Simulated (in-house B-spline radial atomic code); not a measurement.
In³⁺. Computed with a B-spline radial atomic code. Model: all-electron spherical atom, spin shells full or empty, radial basis limit, no spin-orbit coupling, Breit or QED, empty-state partial waves extrapolated as (l+1/2)^-4, RPA, G0W0 and static COHSEX of the highest shell as one setting changes (uncorrelated shells keep exact exchange).

Empty levels are discrete states of a finite basis, so the steps are uneven.

Given: element In; charge 3; filled core Kr; hamiltonian one-electron scalar X2C; mean-field start Hartree-Fock; highest l of empty states 9; nuclear rms radius 4.6156 fm; lowest nl shells left uncorrelated 7; highest mean-field shell 4d; box radius 14.14 bohr.

Shell: 4d 5 5 (electrons up and down).

| highest empty level kept (hartree) | RPA correlation energy (hartree) | G0W0 level (eV) | G0W0 minus most complete (meV) | COHSEX level (eV) | linearised minus solved G0W0 (meV) |
| --- | --- | --- | --- | --- | --- |
| 5.33 | -0.45881 | -55.548 | 1066 | -56.487 | -0.3 |
| 10.67 | -0.60197 | -55.907 | 706.7 | -57.379 | -0.1 |
| 18.67 | -0.71704 | -56.216 | 397.2 | -58.206 | 0 |
| 32 | -0.78719 | -56.409 | 204.4 | -58.789 | 0 |
| 53.33 | ? | ? | ? | ? | ? |
| 96 | -0.84995 | -56.593 | 20.3 | -59.31 | 0 |
| 160 | -0.85465 | -56.607 | 6.8 | -59.349 | 0 |
| 320 | ? | ? | ? | ? | ? |
| 640 | -0.85686 | -56.613 | 0.7 | -59.372 | 0 |
| 1333.3 | -0.85707 | -56.613 | 0.1 | -59.374 | 0 |
| 3200 | -0.85711 | -56.614 | 0 | -59.374 | 0 |
| 10667 | -0.85711 | -56.614 | 0 | -59.374 | 0 |

What follows for highest empty level kept = 53.33?

RPA correlation energy -0.83219 hartree; G0W0 level -56.542 eV; G0W0 minus most complete 71.7 meV; COHSEX level -59.17 eV; linearised minus solved G0W0 0 meV.

What follows for highest empty level kept = 320?

RPA correlation energy -0.85636 hartree; G0W0 level -56.612 eV; G0W0 minus most complete 2 meV; COHSEX level -59.367 eV; linearised minus solved G0W0 0 meV.
